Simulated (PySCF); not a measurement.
Ionisation energy of Te⁴⁵⁺ by level of theory

Te⁴⁵⁺ [He] 2s2 2p3 (4S) → Te⁴⁶⁺ [He] 2s2 2p2 (3P), as a difference of total energies. All numbers are calculated (PySCF 2.14, the non-relativistic Hamiltonian (point nucleus), in an uncontracted even-tempered set (17 s from 22 bohr⁻², ratio 2.2; 10 p from 28 bohr⁻², ratio 2.2; 5 d from 110 bohr⁻², ratio 2.4; 5 f from 160 bohr⁻², ratio 2.4; 4 g from 240 bohr⁻², ratio 2.4)). Correlated levels: nothing frozen; virtual orbitals above 40 to 60 times the deepest correlated orbital energy dropped. The calculations carry no spin-orbit coupling.

```csv
method,ionisation energy (eV)
UHF,7704.7
LDA,7699.6
PBE,7700.7
PBE0,7702.0
r2SCAN,7705.1
r2SCAN0,7705.3
TPSSh,7701.1
MP2 (all electrons),7703.7
SCS-MP2 (all electrons),7703.0
```

Spin-orbit coupling is strong in these open shells (close to jj coupling). The scalar numbers leave it out and a first-order estimate fails, so it can dominate the gap to the real levels.

All relativistic terms are absent from these numbers, so their closeness to the reference says little about the methods.

For comparison: 7714 ± 4 eV (theoretical estimate listed by NIST; NIST Atomic Spectra Database, ionization energies).
